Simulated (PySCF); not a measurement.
# Sb (antimony, neutral) across methods

[Kr] 4d10 5s2 5p3, high-spin 4S determinant. Calculation: PySCF 2.14, in x2c-QZVPPall with one added diffuse shell each of s, p, d, f type (14s10p8d5f1g, 128 functions); the spin-free X2C one-electron Hamiltonian (Gaussian nucleus).

```tsv
method	E (hartree)	mean ε 5s α (eV)	mean ε 5s β (eV)	mean ε 5p α (eV)	Σ⟨r²⟩ (bohr²)	⟨S²⟩
PBE0	-6480.47	-15.234	-12.435	-6.524	60.90	3.751
revPBE	-6480.65	-13.369	-11.417	-5.447	61.20	3.751
LDA	-6474.65	-13.582	-12.003	-5.528	61.05	3.751
BHandHLYP	-6480.80	-16.782	-13.432	-7.259	61.00	3.751
UHF	-6478.03849	-19.898	-13.819	-9.096	61.54	3.753
r2SCAN	-6480.83	-14.086	-11.505	-5.828	60.71	3.752
PBE	-6480.38	-13.412	-11.575	-5.468	61.24	3.751
```

Estimate the same row for LC-wPBE.

E (hartree) = -6480.35; mean ε 5s α (eV) = -18.752; mean ε 5s β (eV) = -15.028; mean ε 5p α (eV) = -9.058; Σ⟨r²⟩ (bohr²) = 60.45; ⟨S²⟩ = 3.753.
